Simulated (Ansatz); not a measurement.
An elementary step

Start structure (SiH$_{4}$O$_{3}$, singlet), relaxed at PBE0-D4/def2-TZVP:

Si1  (-0.516, -0.619, 0.897)
O2  (0.339, -1.349, -0.369)
H3  (-0.400, 0.683, -1.332)
O4  (0.704, 0.381, 1.441)
O5  (-1.019, 1.009, -0.665)
H6  (-0.065, -2.150, -0.708)
H7  (1.555, 0.264, 1.004)
H8  (-0.600, 1.782, -0.268)
(Å)

The step: SiH₂O₂ ([OH][Si][OH]) + H₂O → SiH₂O₂ ([OH][Si][OH]) + H₂O; bonds formed: Si1–O5, O2–H3; bonds broken: Si1–O2, H3–O5. Computed with Ansatz 0.2.0 (basis: def2-TZVPP and def2-QZVPP); correlated methods freeze the cores. Extrapolation: Hartree–Fock as exp(−7.88 √X), correlation as X^−2.97. Energies below are by CCSD(T) at an estimated basis limit (MP2 extrapolated from triple and quadruple zeta, plus CCSD(T) − MP2 in triple zeta).

What are the electronic barrier and the energy of the step, from the start structure to the end structure? (To be estimated.)

Computed: Barrier 15.16 kcal/mol; step energy 2.49 kcal/mol (uphill); reverse barrier, their difference, 12.67 kcal/mol. Barrier and step energy count from the start structure, the reverse barrier from the end structure.

The saddle point: One imaginary mode of 1001i cm⁻¹.
```tsv
pair	start (Å)	saddle (Å)	end (Å)
Si1–O5	2.31	1.89	1.67
O2–H3	2.37	1.20	0.96
Si1–O2	1.69	1.91	2.42
H3–O5	0.97	1.23	2.62
```

Zero-point energy (harmonic, PBE0-D4): ZPE is 33.21 kcal/mol at the start and 31.23 kcal/mol at the saddle, so the barrier goes from 15.16 to 13.18 kcal/mol.

No T1 diagnostic of these runs exceeds 0.014.

Labels in which every atom is bracketed show which atoms are joined, not bond orders.

For scale, one of the runs: CCSD(T)/def2-TZVPP, 191 basis functions, launched by `ansatz run in.yaml --threads 2 --pin off --events-out ev --progress --plain --max-ram 4352MiB`. Hardware: 2 CPU threads of an Arm Neoverse V1, shared host. Wall time 73 s; peak host memory 2.2 GiB.
